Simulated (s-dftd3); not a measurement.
C$_{3}$H$_{2}$N (SMILES C=[C]C#N), doublet, geometry from GFN2-xTB; s-dftd3 with D3(op) for pbe.

The s-dftd3 input:
```
$ s-dftd3 mol.xyz --op pbe --json dftd3.json --noedisp --grad

# file mol.xyz
6

C     -0.15895887    -1.79696753     0.01837023
C     -0.04522191    -0.51121592     0.00522611
C      0.07111146     0.80388707    -0.00821806
H     -1.12145639    -2.29501249     0.00644536
H      0.70119490    -2.45587860     0.04212256
N      0.17409677     1.96809562    -0.02011966
```

### Question
Predict the main parts of the log of this s-dftd3 run.

### Answer

```
-----------------------------------
 s i m p l e   D F T - D 3  v1.4.0
-----------------------------------

Optimized power damping: pbe-D3(op)
--------------------
   s6        0.9183
   s8        0.0000
   s9        0.0000
   a1        0.2000
   a1        4.7500
  alp       14.0000
 beta        6.0000
--------------------

Dispersion energy:      -8.9083828534962E-04 Eh

Gradient norm:           1.7331962187324E-04 Eh/a0
--------------------------------------------------
     #    Z           dE/dx      dE/dy      dE/dz
--------------------------------------------------
     1    6 C     7.914E-06  8.947E-05 -9.146E-07
     2    6 C     9.042E-06  1.022E-04 -1.045E-06
     3    6 C    -6.921E-06 -7.823E-05  7.998E-07
     4    1 H     1.350E-05 -3.084E-05  6.160E-07
     5    1 H    -1.871E-05 -2.800E-05 -1.445E-08
     6    7 N    -4.830E-06 -5.460E-05  5.582E-07
--------------------------------------------------

Virial:
--------------------------------------------------
      component           x          y          z
--------------------------------------------------
          x      -5.907E-05 -3.582E-05 -6.695E-07
          y      -3.582E-05 -4.607E-04  4.802E-06
          z      -6.695E-07  4.802E-06 -6.936E-08
--------------------------------------------------

[Info] JSON dump of results written to 'dftd3.json'
```
